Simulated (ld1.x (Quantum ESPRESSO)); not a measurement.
**Building the TM potential for Ag (Z = 47) (LDA (PZ), fully relativistic).**

- Element: silver (Ag)
- Generator: ld1.x (Quantum ESPRESSO) 7.5
- Type: norm-conserving Troullier–Martins (Kleinman–Bylander form)
- Functional: LDA (PZ)
- Relativity: fully relativistic
- Frozen core: [Kr]
- Valence charge: 11
- Reference configuration: 4d10 5s1 5p0
- Partial waves: 5s (bound): rc 1.74 bohr; 5p (bound, empty): rc 3.70 bohr; 4d (bound): rc 2.00 bohr
- Local potential: all-electron potential smoothed inside 1.55 bohr (lloc = -2)
- Core correction: Bessel-smoothed model core, default radius (core density twice the valence density)

Open shells are filled in proportion to 2j + 1 (rel_dist='average').

All-electron outer shells of the reference configuration (LDA (PZ), scalar-relativistic, ld1.x):

```tsv
shell	level (eV)	outermost node (bohr)	outermost maximum (bohr)
4s	-95.08	0.44	0.82
4p	-58.67	0.44	0.87
4d	-7.66	0.43	1.04
5s	-4.72	1.11	2.49
5p	-0.85	1.25	3.67
```

(1) Estimate the cutoffs (Ry, on a coarse ladder) from which the occupation-weighted sum of valence levels, in a spherical-Bessel basis at the reference potential, stays within 10 and 1 mRy of its value at 400 Ry.

(2) What does a ghost test show?

(3) Which valence shell sets the plane-wave cutoff?

Answers

(1) 55 Ry and 90 Ry.

(2) Ghost state, extra bound levels that the all-electron valence spectrum of the same l lacks: s at -4.4 eV. A true bound ghost makes a file unfit for plane-wave use. The logarithmic derivative shows an extra or strongly shifted pseudo pole above the reference energy (p3/2 near 1.83 Ry).

(3) 4d: its level needs 55 Ry to come within 1 mRy, against 40 Ry for 5s.

Its largest configuration-test error is -890 meV (4d7 5s0 5p0). 1 of 7 tests not solved or not reliable. Not counted: 4d9 5s1 5p0 (solver errors, printed error -4.0 eV).
